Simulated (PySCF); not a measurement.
# One molecule, several mistakes: GeH7N2Si

These are calculations, not measurements. They come from PySCF 2.14.0, an open-source quantum chemistry program, on an isolated molecule that a program drew, which may never have been made. The molecule is GeH7N2Si (charge 0, doublet), drawn as the SMILES string `N[SiH][NH][GeH3]`.

Each row is a Hartree-Fock (HF) and frozen-core CCSD(T) single point in the cc-pV(D+d)Z basis, meant for a local HF minimum. Run 1 is clean. Each other run has one planted mistake out of seven kinds, and not every kind appears here: one electron removed, one electron added, multiplicity raised by two, geometry at a saddle point, minimal basis STO-3G, one bond length entered in bohr, all coordinates scaled. The reference is restricted for singlets and unrestricted otherwise, and also for a bond in bohr. Adding or removing an electron swaps singlet and doublet. Electrons count all cores. HOMO and LUMO are orbital energies over both spins, the gradient is its largest component, and the lowest frequency (negative if imaginary) is given only where the gradient is small. Bond lengths are over the 10 bonds as drawn. T1 is the CCSD diagnostic: over 0.02 (restricted) or 0.045 (unrestricted) a single reference is doubtful. Germanium has the cc-pVDZ-PP basis, with a core potential (ECP10MDF) in place of its 10 inner electrons, and its 3s, 3p and 3d shells are frozen in CCSD(T).

Geometry of the clean run:
```xyz
11
GeH7N2Si, angstrom
N     0.1960   -1.3295   -2.6957
Si    1.2550   -1.2020   -1.3380
N     0.6358    0.0795   -0.3709
Ge   -1.1359    0.5405   -0.1190
H     0.1238   -0.5635   -3.3426
H     0.1261   -2.2026   -3.1828
H     2.6819   -0.8751   -1.6438
H     1.2761    0.5326    0.2565
H    -1.1742    1.4528    1.1123
H    -1.6793    1.3024   -1.3310
H    -1.9923   -0.7026    0.1281
```

| run | electrons | basis functions | <S^2> | HOMO (eV) | LUMO (eV) | gradient (hartree/bohr) | lowest frequency (cm^-1) | mean bond (Å) | longest bond (Å) | T1 | HF (hartree) | CCSD(T) (hartree) | mistake |
|---|---|---|---|---|---|---|---|---|---|---|---|---|---|
| 1 | 67 | 109 | 0.754 | -7.96 | 2.52 | 4.9e-06 | 80 | 1.4397 | 1.848 | 0.0142 | -695.30665 | -695.89783 | no fault |
| 2 | 67 | 109 | 0.754 | -7.67 | 2.85 | 4.8e-02 | - | 1.3706 | 1.759 | 0.0127 | -695.27818 | -695.85968 | all coordinates scaled |
| 3 | 67 | 109 | 3.761 | -2.57 | 0.00 | 7.7e-02 | - | 1.4397 | 1.848 | 0.0233 | -695.07431 | -695.64828 | multiplicity raised by two |
| 4 | 67 | 109 | 1.568 | -9.32 | 1.66 | 2.7e-02 | - | 1.5290 | 1.898 | 0.0594 | -695.16762 | -695.75209 | one bond length entered in bohr |
| 5 | 68 | 109 | 0.000 | 0.53 | 8.05 | 1.1e-01 | - | 1.4397 | 1.848 | 0.0148 | -695.24739 | -695.87119 | ? |
| 6 | 66 | 109 | 0.000 | -15.87 | -5.85 | 1.1e-01 | - | 1.4397 | 1.848 | 0.0229 | -695.05131 | -695.64947 | ? |

**Which mistake was planted in run 5, and what did it cost?**

It counts 68 electrons, one more than the clean run, at the same geometry and basis. So the mistake is: one electron added. Subtracting run 1 and multiplying by 627.51 kcal/mol a hartree, the energy moved by 37.2 kcal/mol in HF and 16.7 kcal/mol in CCSD(T).

**Which mistake was planted in run 6, and what did it cost?**

It counts 66 electrons, one fewer than the clean run, at the same geometry and basis. So the mistake is: one electron removed. Subtracting run 1 and multiplying by 627.51 kcal/mol a hartree, the energy moved by 160.2 kcal/mol in HF and 155.8 kcal/mol in CCSD(T).

Cautions from the logs. Run 4: T1 is over the limit, so its CCSD(T) energy is less reliable; run 5: the HOMO is above zero, so the electron isn't bound and the energy depends on the basis; run 6: T1 is over the limit, so its CCSD(T) energy is less reliable.
